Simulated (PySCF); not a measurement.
One of the candidates below gave these computed data.

All candidates are C5H5N3.

- 1H NMR: chemical shifts (computed TMS as zero) by class: 9.98 (1 H), 9.43 (1 H), 8.03 (1 H), 6.86 (1 H), 6.39 (1 H) ppm [GIAO PBE0/pcSseg-1]
- Rotational structure: rotational constants A, B, C: 5.808, 1.670, 1.297 GHz [GFN2-xTB]
- UV, first state: lowest singlet excitation: 3.02 eV (410 nm, f = 0.004) [TDDFT wB97X-D/def2-SVPD]
- Triplet: lowest triplet excitation (Tamm–Dancoff): 2.40 eV [TDA wB97X-D/def2-SVPD]
- 13C NMR: chemical shifts (computed TMS as zero) by class: 162.7 (1 C), 155.6 (1 C), 155.3 (1 C), 138.9 (1 C), 138.5 (1 C) ppm [GIAO PBE0/pcSseg-1]
- Polarisability: 79.5 au [wB97X-D/def2-SVPD]

Gas-phase values; electronic properties from PySCF, density fitting. Levels stand in brackets. One conformer (not necessarily the lowest) at the GFN2-xTB geometry, without solvent, vibrations or thermal averaging. NMR classes are plain means over equivalent atoms (diastereotopic ones count apart unless rotation or inversion swaps them), as if these changed places fast.

Problem. Which candidate is it?
A. `C#CCn1nccn1`
B. `C#Cc1cnnn1C`
C. `C=Cc1cncnn1`
D. `C=Cc1cnncn1`
E. `C#Cc1nncn1C`

Solution. D. It is `C=Cc1cnncn1`. Numbering: `[CH2:1]=[CH:2][c:3]1[cH:4][n:5][n:6][cH:7][n:8]1`. Its formula, C5H5N3, gives 5 degrees of unsaturation: 1 ring and 4 π bonds in the structure found (Kekulé form). 5 carbons fall into 5 classes; from least to most shielded: aromatic CH next to a ring nitrogen [C7] (162.7 ppm), substituted aromatic carbon [C3] (155.6 ppm), aromatic CH next to a ring nitrogen [C4] (155.3 ppm), alkene CH carbon [C2] (138.9 ppm), terminal =CH2 carbon [C1] (138.5 ppm). Hydrogen classes from least to most shielded: 1 H on an aromatic CH next to a ring nitrogen, C7 (9.98 ppm), 1 H on an aromatic CH next to a ring nitrogen, C4 (9.43 ppm), 1 H on a terminal =CH2 carbon, C1 (8.03 ppm), 1 H on an alkene CH carbon, C2 (6.86 ppm), 1 H on a terminal =CH2 carbon, C1 (6.39 ppm). S1 is mainly HOMO→LUMO (weight 0.92); the largest Löwdin shares of the orbital it empties are 0.33 on a pyridine-type nitrogen, 0.32 on a pyridine-type nitrogen, 0.13 on a pyridine-type nitrogen and 0.08 on an aromatic CH next to a ring nitrogen, of the orbital it fills 0.17 on the substituted aromatic carbon, 0.16 on a pyridine-type nitrogen, 0.15 on the terminal =CH2 carbon and 0.15 on a pyridine-type nitrogen. The optimised geometry has point group Cs and is an asymmetric top.

The others, at the same levels:
- `C#Cc1cnnn1C` fails: its computed 13C shifts are 144.6 (1 C), 126.2 (1 C), 101.6 (1 C), 75.4 (1 C), 35.7 (1 C) ppm, 1H shifts are 7.98 (1 H), 4.23 (3 H), 3.64 (1 H) ppm and rotational constant A is 3.930 GHz (against 5.808 GHz).
- `C#Cc1nncn1C` fails: its computed 13C shifts are 145.9 (1 C), 143.4 (1 C), 95.1 (1 C), 76.2 (1 C), 30.5 (1 C) ppm, 1H shifts are 7.94 (1 H), 3.86 (3 H), 3.22 (1 H) ppm and rotational constant A is 3.815 GHz (against 5.808 GHz).
- `C#CCn1nccn1` fails: it has 4 carbon classes against 5; its computed 13C shifts are 139.3 (2 C), 82.8 (1 C), 81.9 (1 C), 45.7 (1 C) ppm, 1H shifts are 7.70 (2 H), 5.24 (2 H), 1.84 (1 H) ppm and smallest rotational constant is 1.366 GHz (against 1.297 GHz).
- `C=Cc1cncnn1` fails: its computed 13C shifts are 162.2 (1 C), 161.3 (1 C), 152.7 (1 C), 136.7 (1 C), 133.3 (1 C) ppm and 1H shifts are 9.91 (1 H), 8.41 (1 H), 8.13 (1 H), 6.93 (1 H), 6.21 (1 H) ppm.

Each candidate is one conformer, not necessarily the lowest. Dipoles, sizes and rotational constants follow the conformer. The torsions of the flexible species, by atom-mapped SMILES:
- `[CH2:1]=[CH:2][c:3]1[cH:4][n:5][n:6][cH:7][n:8]1`: C1–C2–C3–C4 180°
- `[CH:1]#[C:2][CH2:3][n:4]1[n:5][cH:6][cH:7][n:8]1`: C2–C3–N4–N5 -89°
- `[CH2:1]=[CH:2][c:3]1[cH:4][n:5][cH:6][n:7][n:8]1`: C1–C2–C3–C4 180°
